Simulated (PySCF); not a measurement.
Bond stretch in SH (anion, charge -1), singlet.

Computed with: RKS-PBE = restricted PBE/aug-cc-pVDZ run with PySCF; UKS-PBE = unrestricted PBE/aug-cc-pVDZ (PySCF); RKS-TPSSh = restricted TPSSh/aug-cc-pVDZ (PySCF 2.14.0); UCCSD(T) = PySCF with CCSD(T) on UHF/aug-cc-pVDZ, 5 core orbitals frozen.

Energies relative to the lowest point of each curve near equilibrium, in kJ/mol; the last columns give the difference from UCCSD(T):

```json
[
 {"R / Å": "1.00", "RKS-PBE": "322.0", "UKS-PBE": "322.0", "RKS-TPSSh": "314.1", "UCCSD(T)": "320.1", "RKS-PBE − UCCSD(T)": "1.9", "UKS-PBE − UCCSD(T)": "1.9", "RKS-TPSSh − UCCSD(T)": "-6.0"},
 {"R / Å": "1.07", "RKS-PBE": "182.5", "UKS-PBE": "182.5", "RKS-TPSSh": "176.4", "UCCSD(T)": "180.1", "RKS-PBE − UCCSD(T)": "2.4", "UKS-PBE − UCCSD(T)": "2.4", "RKS-TPSSh − UCCSD(T)": "-3.7"},
 {"R / Å": "1.15", "RKS-PBE": "83.3", "UKS-PBE": "83.3", "RKS-TPSSh": "79.0", "UCCSD(T)": "80.9", "RKS-PBE − UCCSD(T)": "2.4", "UKS-PBE − UCCSD(T)": "2.4", "RKS-TPSSh − UCCSD(T)": "-1.9"},
 {"R / Å": "1.21", "RKS-PBE": "39.0", "UKS-PBE": "39.0", "RKS-TPSSh": "36.1", "UCCSD(T)": "37.1", "RKS-PBE − UCCSD(T)": "1.9", "UKS-PBE − UCCSD(T)": "1.9", "RKS-TPSSh − UCCSD(T)": "-1.0"},
 {"R / Å": "1.27", "RKS-PBE": "13.3", "UKS-PBE": "13.3", "RKS-TPSSh": "11.7", "UCCSD(T)": "12.1", "RKS-PBE − UCCSD(T)": "1.2", "UKS-PBE − UCCSD(T)": "1.2", "RKS-TPSSh − UCCSD(T)": "-0.4"},
 {"R / Å": "1.29", "RKS-PBE": "8.1", "UKS-PBE": "8.1", "RKS-TPSSh": "6.8", "UCCSD(T)": "7.1", "RKS-PBE − UCCSD(T)": "1.0", "UKS-PBE − UCCSD(T)": "1.0", "RKS-TPSSh − UCCSD(T)": "-0.3"},
 {"R / Å": "1.35", "RKS-PBE": "0.1", "UKS-PBE": "0.1", "RKS-TPSSh": "0.0", "UCCSD(T)": "0.0", "RKS-PBE − UCCSD(T)": "0.1", "UKS-PBE − UCCSD(T)": "0.1", "RKS-TPSSh − UCCSD(T)": "0.0"},
 {"R / Å": "1.39", "RKS-PBE": "0.0", "UKS-PBE": "0.0", "RKS-TPSSh": "0.7", "UCCSD(T)": "0.6", "RKS-PBE − UCCSD(T)": "-0.6", "UKS-PBE − UCCSD(T)": "-0.6", "RKS-TPSSh − UCCSD(T)": "0.1"},
 {"R / Å": "1.42", "RKS-PBE": "2.2", "UKS-PBE": "2.2", "RKS-TPSSh": "3.4", "UCCSD(T)": "3.2", "RKS-PBE − UCCSD(T)": "-1.1", "UKS-PBE − UCCSD(T)": "-1.1", "RKS-TPSSh − UCCSD(T)": "0.2"},
 {"R / Å": "1.49", "RKS-PBE": "12.9", "UKS-PBE": "12.9", "RKS-TPSSh": "15.4", "UCCSD(T)": "15.0", "RKS-PBE − UCCSD(T)": "-2.1", "UKS-PBE − UCCSD(T)": "-2.1", "RKS-TPSSh − UCCSD(T)": "0.4"},
 {"R / Å": "1.56", "RKS-PBE": "29.3", "UKS-PBE": "29.3", "RKS-TPSSh": "33.1", "UCCSD(T)": "32.4", "RKS-PBE − UCCSD(T)": "-3.1", "UKS-PBE − UCCSD(T)": "-3.1", "RKS-TPSSh − UCCSD(T)": "0.7"},
 {"R / Å": "1.68", "RKS-PBE": "65.3", "UKS-PBE": "65.3", "RKS-TPSSh": "71.1", "UCCSD(T)": "69.4", "RKS-PBE − UCCSD(T)": "-4.0", "UKS-PBE − UCCSD(T)": "-4.0", "RKS-TPSSh − UCCSD(T)": "1.8"},
 {"R / Å": "1.80", "RKS-PBE": "105.5", "UKS-PBE": "105.5", "RKS-TPSSh": "113.2", "UCCSD(T)": "109.5", "RKS-PBE − UCCSD(T)": "-4.0", "UKS-PBE − UCCSD(T)": "-4.0", "RKS-TPSSh − UCCSD(T)": "3.7"},
 {"R / Å": "2.01", "RKS-PBE": "175.2", "UKS-PBE": "175.2", "RKS-TPSSh": "186.0", "UCCSD(T)": "178.8", "RKS-PBE − UCCSD(T)": "-3.6", "UKS-PBE − UCCSD(T)": "-3.6", "RKS-TPSSh − UCCSD(T)": "7.2"},
 {"R / Å": "2.23", "RKS-PBE": "239.5", "UKS-PBE": "239.5", "RKS-TPSSh": "253.3", "UCCSD(T)": "239.9", "RKS-PBE − UCCSD(T)": "-0.4", "UKS-PBE − UCCSD(T)": "-0.4", "RKS-TPSSh − UCCSD(T)": "13.5"},
 {"R / Å": "2.44", "RKS-PBE": "290.0", "UKS-PBE": "288.5", "RKS-TPSSh": "306.6", "UCCSD(T)": "285.9", "RKS-PBE − UCCSD(T)": "4.0", "UKS-PBE − UCCSD(T)": "2.6", "RKS-TPSSh − UCCSD(T)": "20.7"},
 {"R / Å": "2.72", "RKS-PBE": "341.7", "UKS-PBE": "328.5", "RKS-TPSSh": "362.0", "UCCSD(T)": "327.6", "RKS-PBE − UCCSD(T)": "14.1", "UKS-PBE − UCCSD(T)": "1.0", "RKS-TPSSh − UCCSD(T)": "34.4"},
 {"R / Å": "2.98", "RKS-PBE": "—", "UKS-PBE": "345.9", "RKS-TPSSh": "399.8", "UCCSD(T)": "347.5", "RKS-PBE − UCCSD(T)": "—", "UKS-PBE − UCCSD(T)": "-1.6", "RKS-TPSSh − UCCSD(T)": "52.3"},
 {"R / Å": "3.32", "RKS-PBE": "—", "UKS-PBE": "356.0", "RKS-TPSSh": "434.0", "UCCSD(T)": "358.7", "RKS-PBE − UCCSD(T)": "—", "UKS-PBE − UCCSD(T)": "-2.7", "RKS-TPSSh − UCCSD(T)": "75.3"},
 {"R / Å": "3.64", "RKS-PBE": "—", "UKS-PBE": "360.3", "RKS-TPSSh": "454.9", "UCCSD(T)": "363.2", "RKS-PBE − UCCSD(T)": "—", "UKS-PBE − UCCSD(T)": "-2.9", "RKS-TPSSh − UCCSD(T)": "91.7"},
 {"R / Å": "4.04", "RKS-PBE": "—", "UKS-PBE": "362.8", "RKS-TPSSh": "470.4", "UCCSD(T)": "365.7", "RKS-PBE − UCCSD(T)": "—", "UKS-PBE − UCCSD(T)": "-2.9", "RKS-TPSSh − UCCSD(T)": "104.7"},
 {"R / Å": "4.77", "RKS-PBE": "—", "UKS-PBE": "363.1", "RKS-TPSSh": "482.0", "UCCSD(T)": "367.2", "RKS-PBE − UCCSD(T)": "—", "UKS-PBE − UCCSD(T)": "-4.1", "RKS-TPSSh − UCCSD(T)": "114.7"},
 {"R / Å": "5.38", "RKS-PBE": "—", "UKS-PBE": "361.0", "RKS-TPSSh": "483.9", "UCCSD(T)": "367.8", "RKS-PBE − UCCSD(T)": "—", "UKS-PBE − UCCSD(T)": "-6.8", "RKS-TPSSh − UCCSD(T)": "116.2"}
]
```

RKS-PBE is furthest from UCCSD(T) at 2.72 (14.1 kJ/mol, above); its mean absolute difference over the points is 2.8 kJ/mol.

UKS-PBE is furthest from UCCSD(T) at 5.38 (-6.8 kJ/mol, below); its mean absolute difference over the points is 2.4 kJ/mol.

RKS-TPSSh is furthest from UCCSD(T) at 5.38 (116.2 kJ/mol, above); its mean absolute difference over the points is 28.3 kJ/mol.

Dashes: no converged value, or the column stops at the first point that the program doubted or that broke a chosen test of continuity, which isn't proof of a fault.

The restricted form behind RKS-PBE, RKS-TPSSh keeps the bonding electrons paired and can't separate into open-shell fragments. Where the anion isn't bound against loss of the electron, the finite basis alone holds it. The unrestricted determinant behind UKS-PBE is spin-contaminated at 2.44 to 5.38 Å (<S²> up to 1.0, against 0.00 for a pure singlet). At the longest distance UKS-PBE, RKS-TPSSh leaves fractional charges on the fragments, a sign of delocalisation error or of the restricted form. The unrestricted determinant behind UCCSD(T) is spin-contaminated at 2.01 to 5.38 Å (<S²> up to 1.0, against 0.00 for a pure singlet).
